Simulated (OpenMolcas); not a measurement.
W3+: moving or changing the point charges

W3+ among 6 point charges of -1.7 e arranged as a tetragonal octahedron (D4h), 2.15 Å from the ion, with the axial distance 2.128 Å. The active orbitals were held to one l.
```
   2.1500    0.0000    0.0000  -1.70
   0.0000    2.1500    0.0000  -1.70
  -2.1500    0.0000    0.0000  -1.70
   0.0000   -2.1500    0.0000  -1.70
   0.0000    0.0000    2.1285  -1.70
   0.0000    0.0000   -2.1285  -1.70
```

```json
{"Program": "OpenMolcas", "Method": "CASSCF", "Basis": "ANO-RCC-VDZP [7s6p4d2f1g]", "Scalar Hamiltonian": "DKH2, point nucleus", "Active space": "3 electrons in 5 orbitals (5d)", "State averaging": "2S+1 = 4 even, 10 roots; 2S+1 = 2 even, 40 roots", "Spin-orbit coupling": "RASSI with atomic mean-field integrals over the reference wave functions"}
```

Runs around this geometry, states (labels of D4, the rotations of D4h). Energies in cm-1 above the lowest state or level, χT in cm3 K/mol.

| R (Å) | Axial / equatorial distance | Ground state | First state of that spin | First gap with spin-orbit (degeneracies) | χT at 300 K | First state of another spin |
| --- | --- | --- | --- | --- | --- | --- |
| 2.15 | 0.91 | 4B1 | 4B2 12835 | 200.9 (2, 2) | 0.841 | 2E 12681 |
| 2.04 | 0.99 | 4B1 | 4B2 15680 | 16.2 (2, 2) | 0.981 | 2B1 13276 |
| 2.15 | 0.99 | 4B1 | 4B2 12444 | 22.5 (2, 2) | 0.794 | 2B1 13399 |

Taking the first state of the same spin as R^-n, n = -ln(12444 / 15680) / ln(2.15 / 2.04) = 4.4 between the shortest and longest distance.

Without dynamic correlation the repulsion within the d shell is too large (B by tens of per cent), so at a given field states of lower spin stand too high. This is an electrostatic model: the charges have no orbitals. No measured value stands beside these numbers.
